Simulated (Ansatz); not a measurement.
Calculated with Ansatz (gas phase, PBE0-D4/def2-TZVP geometries, no zero-point term in ΔE). CBS: MP2 limit from def2 TZ/QZ plus the TZ coupled-cluster correction, frozen cores. This one scheme is used for every species. DFT in def2-TZVPP. B3LYP here is the variant with VWN-RPA as its local correlation; programs differ in this. For Br outer-core shells are correlated without core-valence functions, which leaves a few kJ/mol of doubt a bond. Scalar relativity is left out up to krypton.

Reaction (ligand exchange at the Al–F bond): `[F][Al]1[NH][SiH2]1` + HBr → `[Br][Al]1[NH][SiH2]1` + H–F

Question: Is it downhill or uphill in electronic energy at CCSD(T)/CBS, and by how much? (Best estimate.)

Answer: The calculation gave: Uphill: ΔE = +11.8 kJ/mol.

Question: What do these levels give: BLYP-D4, B3LYP-D4, LC-ωPBE, RPA@PBE/def2-TZVPP, CCSD(T)/def2-SVP, MP2/def2-QZVPP? (Estimate.)

Answer: Ansatz gave: BLYP-D4 23.4, B3LYP-D4 19.0, LC-ωPBE 18.2, RPA@PBE/def2-TZVPP 18.7, CCSD(T)/def2-SVP 23.0, MP2/def2-QZVPP 9.9 kJ/mol.

Largest T1 diagnostic among the species: 0.014.

From r2SCAN to r2SCAN0 (25 % exact exchange), in def2-TZVPP and without D4, ΔE moves by −4.4 kJ/mol. Leaving LDA and LC-ωPBE aside and taking each functional with its dispersion term where it has one, the values, not all of them listed here, spread over 18.0 kJ/mol, from HSE06-D4 to CAM-B3LYP-D4.
